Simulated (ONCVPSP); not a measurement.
## u(r) = r·R(r): atom against pseudo-atom (lanthanum)

Columns: radius, all-electron u(r) and pseudo u(r) of the 5s shell (level -38.98 eV) of lanthanum in the configuration [Kr] 4d10 5s2 5p6 5d1 6s2; PW91, scalar-relativistic, ONCV scheme, ONCVPSP 4.0.1.

| r (bohr) | all-electron | pseudo |
| --- | --- | --- |
| 0.190 | 0.3265 | 0.1708 |
| 0.380 | -0.2460 | 0.3368 |
| 0.570 | -0.4861 | 0.4920 |
| 0.760 | -0.0374 | 0.6279 |
| 0.950 | 0.4810 | 0.7350 |
| 1.140 | 0.8120 | 0.8045 |
| 1.330 | 0.9444 | 0.8308 |
| 1.520 | 0.9370 | 0.8136 |
| 1.710 | 0.8504 | 0.7584 |
| 1.900 | 0.7296 | 0.6753 |
| 2.090 | 0.6027 | 0.5769 |
| 2.280 | 0.4846 | 0.4752 |
| 2.470 | 0.3822 | 0.3799 |
| 2.660 | 0.2971 | 0.2968 |
| 2.850 | 0.2284 | 0.2284 |
| 3.040 | 0.1742 | 0.1742 |
| 3.230 | 0.1320 | 0.1320 |
| 3.420 | 0.0995 | 0.0995 |
| 3.610 | 0.0748 | 0.0748 |
| 3.800 | 0.0560 | 0.0560 |
| 3.990 | 0.0418 | 0.0418 |
| 4.180 | 0.0311 | 0.0311 |
| 4.370 | 0.0231 | 0.0231 |
| 4.560 | 0.0171 | 0.0171 |
| 4.750 | 0.0127 | 0.0127 |
| 4.940 | 0.0094 | 0.0094 |

Task: How many radial nodes do the two functions have?

Result: The all-electron 5s function has n − l − 1 = 4 (the table is too coarse to show those close to the nucleus); the pseudo-wave has 0, since the states of the same l below it are removed with the core.

Task: At about which radius was the pseudo-wave matched?

Result: 2.90 bohr. The columns agree to 0.0005 from 2.66 bohr on; several derivatives are matched, so the curves merge somewhat inside the radius.

Task: Is the pseudo-wave norm-conserving?

Result: Yes: the ONCV scheme keeps the norm inside the radius equal to the all-electron one, which fixes the energy derivative of the logarithmic derivative at the level.
